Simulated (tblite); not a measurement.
Compound: C6H11OS (charge -1).
Cartesian coordinates in Å at the GFN2-xTB level; atoms count from 1:
```xyz
19
C6H11OS angstrom
C      3.0605    0.7613   -0.7498
S      2.4304   -0.7397    0.0585
C      0.7139   -0.1762    0.3131
C     -0.1658   -1.2457    0.9223
C     -1.5971   -0.6809    1.0658
C     -2.2009   -0.2461   -0.2336
C     -2.1700    1.0480   -0.6530
O     -1.6823    2.0622   -0.0828
H      2.9896    1.5964   -0.0576
H      2.4633    0.9618   -1.6352
H      4.0959    0.5828   -1.0227
H      0.3109    0.1144   -0.6573
H      0.7492    0.7045    0.9545
H      0.2304   -1.5493    1.8983
H     -0.1756   -2.1264    0.2727
H     -1.5479    0.1938    1.7209
H     -2.2128   -1.4483    1.5579
H     -2.6339   -1.0128   -0.8672
H     -2.6675    1.2093   -1.6589
```

Level: GFN2-xTB in tblite, geometry and Hessian alike; calculated harmonic values, unscaled, isolated species. The method is semi-empirical: single wavenumbers can be off by several per cent or more. One conformer, not necessarily the lowest.

Harmonic wavenumbers (cm⁻¹): 30.5, 32.4, 43.2, 94.7, 124.2, 141.0, 219.9, 250.9, 288.5, 318.7, 501.4, 637.0, 666.1, 725.6, 750.5, 784.4, 874.5, 905.8, 921.6, 945.0, 949.3, 1012.1, 1030.1, 1088.6, 1105.5, 1182.4, 1193.3, 1245.3, 1259.3, 1304.9, 1314.6, 1330.2, 1386.3, 1411.5, 1448.0, 1453.1, 1459.7, 1472.0, 1499.5, 1701.2, 2423.1, 2849.0, 2908.1, 2943.4, 2951.5, 2975.9, 2984.5, 2988.4, 3013.8, 3018.9, 3047.1.

A = 2716, B = 855.9, C = 698.8 MHz; mass 131.053 u (most abundant isotopes); point group C1, symmetry number 1.

**Question.** What is the zero-point energy?

**Answer.** ½Σν̃ = 33603 cm⁻¹ = 401.98 kJ/mol.

**Question.** Give the ideal-gas entropy at 273.15 K and 1 bar in the rigid-rotor, harmonic-oscillator model (classical rotation).

**Answer.** Translation 167.84, rotation 123.05, vibration 139.77: S = 430.7 J/(mol K).

**Question.** And Cp and H(273.15 K) − H(0)?

**Answer.** Cp = 146.65 J/(mol K), of which vibrations give 113.39 (their classical limit is 51 R = 424.0); H(273.15 K) − H(0) = 26.66 kJ/mol without the zero-point energy, 17.57 from vibrations.

**Question.** Which modes carry the vibrational entropy at 273.15 K?

**Answer.** 30.5 cm⁻¹: 23.53; 32.4 cm⁻¹: 23.03; 43.2 cm⁻¹: 20.64; 94.7 cm⁻¹: 14.18; 124.2 cm⁻¹: 11.99; 141.0 cm⁻¹: 10.98 J/(mol K); the other 45 give 35.43 together.

**Question.** Blend soft modes into free rotors: weight 1/[1 + (100 cm⁻¹/ν̃)⁴] for the oscillator and the rest for a rotor with moment μB/(μ + B), μ = h/(8π²ν), B = 10⁻⁴⁴ kg m². What vibrational entropy results?

**Answer.** 118.98 J/(mol K) in place of 139.77, which changes −T·S at 273.15 K by +5.68 kJ/mol.

**Question.** How do the functions run with temperature in this model?

**Answer.** 
```csv
T (K),S (J/(mol K)),Cp (J/(mol K)),H − H(0) (kJ/mol),G − H(0) (kJ/mol),ln q(vib)
150,357.3,104.4,11.33,-42.27,5.30
250,418.1,137.8,23.36,-81.15,8.41
298.15,443.9,156.5,30.45,-101.91,9.77
400,495.6,196.7,48.45,-149.78,12.53
600,588.4,261.8,94.66,-258.36,17.66
900,707.7,326.0,183.63,-453.34,24.83
```

q(vib) and H(0) count from the zero-point level.

**Question.** What must be added to the electronic energy to get the Gibbs energy at 273.15 K and 1 bar?

**Answer.** ZPE + [H(273.15 K) − H(0)] − T·S = 401.98 + 26.66 − 117.64 = 311.00 kJ/mol.

Hindered rotation and anharmonicity are outside this model. Other conformers, if any are populated, would add a mixing term that is left out. The structure is chiral; the term R ln 2 for an equal mix with its mirror image is left out.
